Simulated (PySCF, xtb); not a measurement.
CH11NOSi3, SMILES O[SiH2]C[SiH2]N[SiH3]. Other conformers were not sampled.

Harmonic wavenumbers (cm⁻¹) from xtb with GFN2-xTB at its own minimum, in rising order: 49, 64, 80, 114, 136, 162, 232, 276, 379, 447, 472, 493, 556, 568, 594, 609, 635, 682, 704, 720, 758, 772, 787, 798, 806, 813, 839, 873, 916, 960, 1016, 1138, 1194, 1465, 2178, 2207, 2208, 2227, 2247, 2270, 2289, 2981, 3009, 3464, 3525.

Task: What does TPSSh-D3(BJ)/def2-SVP (PySCF) give at its own minimum? (Estimate from the structure and the level; the computed values follow.)

Result: 51, 66, 110, 136, 158, 189, 257, 304, 462, 523, 539, 581, 613, 664, 674, 722, 736, 749, 787, 805, 847, 859, 898, 941, 951, 968, 978, 988, 1003, 1020, 1057, 1073, 1183, 1390, 2222, 2224, 2238, 2255, 2266, 2270, 2283, 3032, 3091, 3521, 3558. Paired by order, the mean absolute difference is 63 cm⁻¹ and the zero-point energies are 71.1 and 74.7 kcal/mol.
